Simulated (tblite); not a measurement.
Species: C5H8F2S (charge +1 and doublet state).
Cartesian coordinates in Å at the GFN2-xTB level; atoms count from 1:
```xyz
16
C5H8F2S angstrom
C     -1.9857    1.5448   -0.2842
S     -0.2154    1.4133   -0.0661
C      0.0607   -0.3053    0.0872
C     -1.0903   -1.2412    0.0978
C      1.3367   -0.7616    0.1917
C      2.6047    0.0299    0.1528
F      2.4078    1.3171   -0.2144
F      3.4674   -0.5101   -0.7226
H     -2.2052    2.6050   -0.3889
H     -2.3081    1.0171   -1.1802
H     -2.5148    1.1500    0.5816
H     -1.6473   -1.1913   -0.8380
H     -1.7819   -1.0042    0.9061
H     -0.7509   -2.2647    0.2313
H      1.5189   -1.8256    0.2857
H      3.0960    0.0359    1.1486
```

Method: GFN2-xTB as coded in tblite; computed harmonic values from a numerical Hessian at the method's own geometry, unscaled. Errors from tens to a few hundred cm⁻¹ against measured bands are possible. One conformer, not necessarily the lowest. Open shells enter through the occupations alone, without spin polarisation, and single modes of such species can be off by tens of per cent.

Harmonic wavenumbers (cm⁻¹): 36.9, 70.6, 133.7, 141.0, 160.5, 225.6, 244.5, 292.3, 334.7, 407.1, 443.8, 517.3, 629.1, 643.2, 755.3, 805.3, 858.7, 901.1, 936.5, 997.2, 1003.3, 1048.9, 1106.8, 1138.8, 1202.0, 1222.1, 1234.0, 1304.3, 1370.6, 1385.6, 1388.1, 1436.3, 1438.8, 1531.5, 2780.4, 3003.9, 3011.4, 3013.4, 3018.8, 3050.4, 3057.4, 3067.9.

A = 3148, B = 1051, C = 822.6 MHz; mass 138.031 u (most abundant isotopes); point group C1, symmetry number 1; spin multiplicity 2.

Q: Zero-point energy?

A: ½Σν̃ = 25675 cm⁻¹ = 307.13 kJ/mol.

Q: Give the ideal-gas entropy at 298.15 K and 1 bar in the rigid-rotor, harmonic-oscillator model (classical rotation).

A: Translation 170.31, rotation 122.00, vibration 120.53, spin (R ln 2) 5.76: S = 418.6 J/(mol K).

Q: And Cp and H(298.15 K) − H(0)?

A: Cp = 151.64 J/(mol K), of which vibrations give 118.38 (their classical limit is 42 R = 349.2); H(298.15 K) − H(0) = 28.51 kJ/mol without the zero-point energy, 18.60 from vibrations.

Q: Blend soft modes into free rotors: weight 1/[1 + (100 cm⁻¹/ν̃)⁴] for the oscillator and the rest for a rotor with moment μB/(μ + B), μ = h/(8π²ν), B = 10⁻⁴⁴ kg m². What vibrational entropy results?

A: 110.38 J/(mol K) in place of 120.53, which changes −T·S at 298.15 K by +3.03 kJ/mol.

Q: Which modes carry the vibrational entropy at 298.15 K?

A: 36.9 cm⁻¹: 22.67; 70.6 cm⁻¹: 17.31; 133.7 cm⁻¹: 12.10; 141.0 cm⁻¹: 11.67; 160.5 cm⁻¹: 10.64; 225.6 cm⁻¹: 8.01 J/(mol K); the other 36 give 38.12 together.

Q: What must be added to the electronic energy to get the Gibbs energy at 298.15 K and 1 bar?

A: ZPE + [H(298.15 K) − H(0)] − T·S = 307.13 + 28.51 − 124.81 = 210.83 kJ/mol.

Hindered rotation and anharmonicity are outside this model. Other conformers, if any are populated, would add a mixing term that is left out. The structure is chiral; the term R ln 2 for an equal mix with its mirror image is left out.
